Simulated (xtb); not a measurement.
CH$_{3}$S (SMILES [CH2-]S), charge -1, singlet, geometry from GFN2-xTB; GFN2-xTB (xtb).

xtb was given this input:
```
$ xtb mol.xyz --gfn 2 --chrg -1 --acc 1000 --json

# file mol.xyz
5

C     -0.18310410     1.16138186     0.01505557
S     -0.04796709    -0.56372168    -0.01148952
H      1.29602576    -1.14309776     0.01927862
H      0.25755768     1.58118756     0.93632275
H      0.31251462     1.61316597    -0.86210237
```

What the program printed (banner, timings and long lists left out):

```
   ID    Z sym.   atoms
    1    6 C      1
    2   16 S      2
    3    1 H      3-5

           -------------------------------------------------
          |                Calculation Setup                |
           -------------------------------------------------

           -------------------------------------------------
          |                 G F N 2 - x T B                 |
           -------------------------------------------------

          ...................................................
          :                      SETUP                      :
          :.................................................:
          :  # basis functions                  17          :
          :  # atomic orbitals                  16          :
          :  # shells                            8          :
          :  # electrons                        14          :
          :  max. iterations                   250          :
          :  Hamiltonian                  GFN2-xTB          :
          :  restarted?                      false          :
          :  GBSA solvation                  false          :
          :  PC potential                    false          :
          :  electronic temp.          300.0000000     K    :
          :  accuracy                 1000.0000000          :
          :  -> integral cutoff          0.2000000E+02      :
          :  -> integral neglect         0.1000000E-04      :
          :  -> SCF convergence          0.1000000E-02 Eh   :
          :  -> wf. convergence          0.1000000E+00 e    :
          :  Broyden damping             0.4000000          :
          :  net charge                         -1          :
          :  unpaired electrons                  0          :
          ...................................................

 iter      E             dE          RMSdq      gap      omega  full diag
   1     -7.0360320 -0.703603E+01  0.567E+00    3.23       0.0  T
   2     -7.0651141 -0.290821E-01  0.323E+00    4.40       1.0  T
   3     -7.0718670 -0.675282E-02  0.177E+00    3.77       1.0  T
   4     -7.0726613 -0.794378E-03  0.418E-01    3.81       1.0  T
   5     -7.0727050 -0.436251E-04  0.129E-01    3.86       1.0  T

   *** convergence criteria satisfied after 5 iterations ***

         :::::::::::::::::::::::::::::::::::::::::::::::::::::
         ::                     SUMMARY                     ::
         :::::::::::::::::::::::::::::::::::::::::::::::::::::
[...]
         :: total energy              -7.026036172731 Eh    ::
[...]
        15                          0.4676410              12.7252
        16                          0.6923199              18.8390
      -------------------------------------------------------------
                  HL-Gap            0.1416690 Eh            3.8550 eV
             Fermi-level           -0.0220231 Eh           -0.5993 eV

     #   Z          covCN         q      C6AA      α(0)
     1   6 C        2.819    -0.142    31.622     9.214
     2  16 S        1.875    -0.589   168.029    21.817
     3   1 H        0.900    -0.027     3.575     2.958
     4   1 H        0.923    -0.121     6.373     3.948
     5   1 H        0.923    -0.121     6.373     3.948

 Mol. C6AA /au·bohr⁶  :        650.846250
 Mol. C8AA /au·bohr⁸  :      21032.873132
 Mol. α(0) /au        :         41.885866

Wiberg/Mayer (AO) data.
largest (>0.10) Wiberg bond orders for each atom

 ---------------------------------------------------------------------------
     #   Z sym  total        # sym  WBO       # sym  WBO       # sym  WBO
 ---------------------------------------------------------------------------
     1   6 C    3.344 --     2 S    1.288     4 H    0.970     5 H    0.970
                             3 H    0.116
     2  16 S    2.191 --     1 C    1.288     3 H    0.878
     3   1 H    0.999 --     2 S    0.878     1 C    0.116
     4   1 H    0.986 --     1 C    0.970
     5   1 H    0.986 --     1 C    0.970
 ---------------------------------------------------------------------------

Topologies differ in total number of bonds
Writing topology from bond orders to xtbtopo.mol

molecular dipole:
                 x           y           z       tot (Debye)
 q only:       -0.094      -0.358      -0.009
   full:        0.541      -0.097       0.015       1.398
molecular quadrupole (traceless):
                xx          xy          yy          xz          yz          zz
 q only:        1.941      -0.304      -3.209       0.015      -0.089       1.268
  q+dip:        2.030       0.991      -4.233       0.012      -0.084       2.203
   full:        2.093       0.885      -3.807       0.027      -0.071       1.714

           -------------------------------------------------
          | TOTAL ENERGY               -7.026036172731 Eh   |
          | GRADIENT NORM               0.000827003370 Eh/α |
          | HOMO-LUMO GAP               3.855010522977 eV   |
           -------------------------------------------------

normal termination of xtb
```
